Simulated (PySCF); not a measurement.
Si(H)(Me)(OH)(NH2) (CH7NOSi), SMILES C[SiH](N)O.

Coordinates come from a PBE-D3(BJ)/def2-SVP optimisation. The structure was generated by enumeration, and PubChem lists no compound with its InChIKey, so it may never have been made. One conformer was computed; it need not be the lowest.

Two levels are set side by side: PBE/def2-TZVP (PySCF) and ωB97X/def2-TZVP (PySCF). Same geometry, gas phase. Differences are taken from unrounded values.

```
quantity                      ωB97X    PBE  PBE minus ωB97X
---------------------------  ------  -----  ---------------
orbital gap (eV)              12.81   6.01            -6.80
highest occupied level (eV)  -10.01  -6.06             3.94
lowest empty level (eV)        2.80  -0.05            -2.86
dipole moment (D)              2.24   2.18            -0.06
mean polarisability (bohr³)    48.5   51.5              2.9
```

PBE's occupied levels lie high since its potential decays too fast outside the molecule; exact exchange lowers them and widens the gap. Loosely held outer electrons make PBE densities more polarisable. Differences between two approximate levels are no errors against the true value.

Rough cost on one machine, each run with all the roots and properties that it gave: ωB97X against PBE within a factor of 2.
